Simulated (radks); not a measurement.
Problem. Species: Au XXXVI. Configuration: [Kr] 4d8. All-electron calculation, non-relativistic Kohn-Sham, LDA (Slater exchange, Perdew-Wang correlation), spin-unpolarised, spherical densities, point nucleus; relativity is left out, which matters for an element this heavy. Program: a radial shooting solver on a logarithmic mesh with Libxc functionals. Some entries of the table are withheld. Estimate them.

orbital,occ.,eigenvalue (hartree),<r^2> (bohr^2),<1/r> (bohr^-1)
1s,2,-2735.490,0.0004912,78.41
2s,2,-500.2134,(1),18.45
2p,6,-482.9887,0.005638,18.49
3s,2,-156.3908,0.04651,7.211
3p,6,-148.3900,0.04274,7.166
3d,10,-133.4980,0.03286,7.083
4s,2,-67.57013,0.1897,3.470
4p,6,-64.04339,0.1887,3.413
4d,8,(2),0.1821,3.302

Solution. 
(1) 2s <r^2> (bohr^2): 0.007644
(2) 4d eigenvalue (hartree): -57.67908
